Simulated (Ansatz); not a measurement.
The cluster Al₁₁. The state is a doublet with charge 0. Geometry PBE-D4/def2-SVP; atoms count from 1.

```xyz
11

Al    1.370    2.521    0.485
Al   -0.870    1.095    1.369
Al   -1.917    0.116   -0.868
Al    2.034   -2.063    1.257
Al   -0.049    2.068   -1.683
Al    0.928   -0.124   -0.799
Al   -0.553   -1.503    0.970
Al    1.578    0.305    1.877
Al   -2.121    2.761   -0.242
Al    0.991   -2.913   -0.890
Al   -1.391   -2.263   -1.476
```

Another isomer (doublet) lies 0.41 eV lower at PBE0-D4/def2-TZVP; other spin states weren't run for this one.

Estimate the Mulliken populations from the PBE0/def2-TZVP orbitals of Ansatz.


```tsv
atom	charge (e)	spin (α − β)
Al1	0.03	-0.02
Al2	-0.10	0.07
Al3	-0.11	0.05
Al4	0.02	0.18
Al5	0.08	0.09
Al6	-0.09	0.05
Al7	-0.01	0.00
Al8	-0.02	-0.02
Al9	0.11	0.48
Al10	0.04	0.12
Al11	0.05	0.00
```
Mulliken values depend strongly on the basis.

Where does the spin sit?

Summed by element: Al 1.00, of 1 unpaired in all. Largest on single atoms: Al9 0.48, Al4 0.18, Al10 0.12.

And the Mayer bond orders between heavy atoms (over 0.3)?

Al1–Al2 0.37 (2.80 Å); Al1–Al5 0.56 (2.63 Å); Al1–Al6 0.31 (2.97 Å); Al1–Al8 0.60 (2.62 Å); Al2–Al3 0.43 (2.66 Å); Al2–Al7 0.53 (2.65 Å); Al2–Al8 0.53 (2.62 Å); Al2–Al9 0.61 (2.63 Å); Al3–Al5 0.33 (2.82 Å); Al3–Al6 0.34 (2.86 Å); Al3–Al7 0.39 (2.80 Å); Al3–Al9 0.52 (2.73 Å); Al3–Al11 0.78 (2.51 Å); Al4–Al7 0.54 (2.66 Å); Al4–Al8 0.80 (2.49 Å); Al4–Al10 0.77 (2.53 Å); Al5–Al6 0.67 (2.56 Å); Al5–Al9 0.63 (2.62 Å); Al6–Al7 0.32 (2.69 Å); Al6–Al8 0.38 (2.79 Å); Al6–Al10 0.39 (2.79 Å); Al7–Al8 0.30 (2.94 Å); Al7–Al10 0.41 (2.80 Å); Al7–Al11 0.51 (2.69 Å); Al10–Al11 0.76 (2.54 Å).
